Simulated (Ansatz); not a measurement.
A nudged elastic band was laid between two geometries of CH₅BFNSi (10 atoms, charge 0, multiplicity 1).

These are results of Ansatz 0.2.0, RKS PBE/6-31G*, not measurements.

```yaml
movable_images: 5
climbing_image: yes
spring: 5.0 eV/Å²
optimiser: quadratic models (default)
start_path: IDPP
force_threshold: 0.05 eV/Å
iteration_limit: 60
end_points: relaxed
```

First end point:

```xyz
10
Properties=species:S:1:pos:R:3
C -0.839 1.239 -1.658
N -0.785 0.320 -0.802
B -0.631 -0.647 0.166
F -1.599 -1.571 0.384
Si 1.076 -0.670 1.276
H -1.265 2.233 -1.421
H -0.465 1.098 -2.689
H 1.774 -1.997 1.162
H 0.770 -0.454 2.733
H 2.046 0.397 0.850
```

Last end point:

```xyz
10
Properties=species:S:1:pos:R:3
C -0.826 1.216 -1.683
N -0.784 0.320 -0.803
B -0.639 -0.632 0.182
F -1.619 -1.539 0.418
Si 1.070 -0.657 1.290
H -0.451 1.043 -2.710
H -1.239 2.221 -1.474
H 1.771 -1.982 1.162
H 0.765 -0.457 2.749
H 2.036 0.416 0.872
```

Problem. Which bonds break or form, and what moves?

Solution. No bond is made or broken.  The two ends are copies of one structure, up to a mirror image or an exchange of like atoms.

Problem. What energy profile does the band end with?

Solution. It converged. The highest image is number 3 of 0 to 6, 12.1 kcal/mol above the ends, which have the same energy within 2 meV. A vibrational analysis at the climbing image gives one clearly imaginary mode, 158i cm⁻¹: a first-order saddle point.

```json
{"image": "0", "path coordinate (Å)": "0.00", "energy (kcal/mol)": "0.0"}
{"image": "1", "path coordinate (Å)": "0.89", "energy (kcal/mol)": "2.6"}
{"image": "2", "path coordinate (Å)": "1.79", "energy (kcal/mol)": "8.9"}
{"image": "3", "path coordinate (Å)": "2.68", "energy (kcal/mol)": "12.1"}
{"image": "4", "path coordinate (Å)": "3.58", "energy (kcal/mol)": "8.9"}
{"image": "5", "path coordinate (Å)": "4.47", "energy (kcal/mol)": "2.6"}
{"image": "6", "path coordinate (Å)": "5.36", "energy (kcal/mol)": "0.0"}
```

Problem. What is the geometry of the highest image?

Solution. 
```xyz
10
Properties=species:S:1:pos:R:3:forces:R:3
C -0.791 1.182 -1.331 0.00 0.00 0.00
N -1.513 0.341 -0.686 0.01 0.00 0.00
B -0.878 -0.532 0.302 0.00 0.00 0.00
F -1.697 -1.382 0.936 0.00 0.00 0.00
Si 1.092 -0.661 0.881 0.00 0.00 0.00
H -1.260 1.849 -2.078 0.00 0.00 0.00
H 0.307 1.310 -1.202 -0.01 0.00 0.00
H 1.588 -2.064 0.676 0.00 0.00 0.00
H 1.204 -0.356 2.349 0.00 0.00 0.00
H 2.031 0.263 0.156 0.00 0.00 0.00
```

Problem. What are the harmonic wavenumbers there?

Solution. 158i, 70, 181, 274, 310, 395, 428, 535, 559, 677, 846, 904, 913, 1068, 1099, 1212, 1293, 1497, 1689, 2167, 2177, 2179, 2916, 3028 cm⁻¹.

The band took 31 iterations and of the order of 7 core-minutes.

Run time: 7 min on 1 CPU thread of a shared host.
